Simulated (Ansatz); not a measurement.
**Ligand exchange: InH(CH3)Br + CH3Cl → InH(CH3)Cl + CH3Br**

Species: InH(CH3)Br, singlet; CH3Cl (chloromethane) `CCl`, singlet; InH(CH3)Cl, singlet; CH3Br (bromomethane) `CBr`, singlet. The partners trade Br for Cl: In–Br and C–Cl bonds give way to In–Cl and C–Br.

Shapes, held fixed at every level: PBE0-D4/def2-TZVP. Programs: Ansatz 0.2.0. The zero-point and thermal change to 298 K, harmonic and unscaled (PBE0-D4/def2-TZVP), is -0.9 kJ/mol.

Question: Estimate ΔH(298 K) of this reaction.

Answer: The highest level, CCSD(T)/def2-TZVPP, gives ΔH(298 K) = +4.4 kJ/mol; the levels span +4.4 to +9.3. The column of differences is taken from that level and isn't an error. No measured value is set beside it here. For atoms past krypton def2 sets carry core potentials with scalar relativity. Relativity is left out for Br. Outer-core shells of Br, In are correlated, in sets that cover them unevenly. Times are processor times on shared x86 and Arm servers, and rough.

```json
{"level": "SPW92/def2-TZVPP", "kind": "LDA", "ΔH(298 K) (kJ/mol)": "+8.6", "less CCSD(T)/def2-TZVPP": "+4.2", "CPU time (sum over the molecules)": "21 s"}
{"level": "r2SCAN-D4/def2-TZVPP", "kind": "meta-GGA", "ΔH(298 K) (kJ/mol)": "+6.6", "less CCSD(T)/def2-TZVPP": "+2.2", "CPU time (sum over the molecules)": "45 s"}
{"level": "PBE0-D4/def2-TZVPP", "kind": "global hybrid", "ΔH(298 K) (kJ/mol)": "+8.4", "less CCSD(T)/def2-TZVPP": "+4.0", "CPU time (sum over the molecules)": "31 s"}
{"level": "wB97M-V/def2-TZVPP", "kind": "range-separated hybrid", "ΔH(298 K) (kJ/mol)": "+6.7", "less CCSD(T)/def2-TZVPP": "+2.3", "CPU time (sum over the molecules)": "88 s"}
{"level": "CCSD(T)/def2-SVP", "kind": "coupled cluster or CI", "ΔH(298 K) (kJ/mol)": "+8.7", "less CCSD(T)/def2-TZVPP": "+4.3", "CPU time (sum over the molecules)": "27 s"}
{"level": "CCSD/def2-SVP", "kind": "coupled cluster or CI", "ΔH(298 K) (kJ/mol)": "+9.3", "less CCSD(T)/def2-TZVPP": "+4.9", "CPU time (sum over the molecules)": "–"}
{"level": "CCSD(T)/def2-TZVPP", "kind": "coupled cluster or CI", "ΔH(298 K) (kJ/mol)": "+4.4", "less CCSD(T)/def2-TZVPP": "0.0", "CPU time (sum over the molecules)": "7.5 min"}
```
